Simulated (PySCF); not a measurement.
Al(F)(vinyl)2 (C4H6AlF), SMILES C=[CH][Al]([F])[CH]=C. Geometry: PBE-D3(BJ)/def2-SVP. The structure was generated by enumeration; whether it is a known compound was not checked. The values are those of a single conformer.

**Question.** Give the equilibrium geometry at PBE-D3(BJ)/def2-SVP (PySCF confirms it by a frequency run) as Cartesian coordinates in Å, and its point group. (An estimate is asked for; the answer gives what the named calculation found.)

**Answer.** This is not unique; one that fits is point group C2.
```xyz
12

Al     0.0000     0.0000     0.6606
F      0.0000     0.0000     2.3448
C      1.7002     0.1964    -0.2684
C      1.8673    -0.2233    -1.5444
H      2.5892     0.6248     0.2342
H      2.8331    -0.1441    -2.0780
H      1.0452    -0.6798    -2.1256
C     -1.7002    -0.1964    -0.2684
C     -1.8673     0.2233    -1.5444
H     -2.5892    -0.6248     0.2342
H     -2.8331     0.1441    -2.0780
H     -1.0452     0.6798    -2.1256
```
Charge 0, spin multiplicity 1.
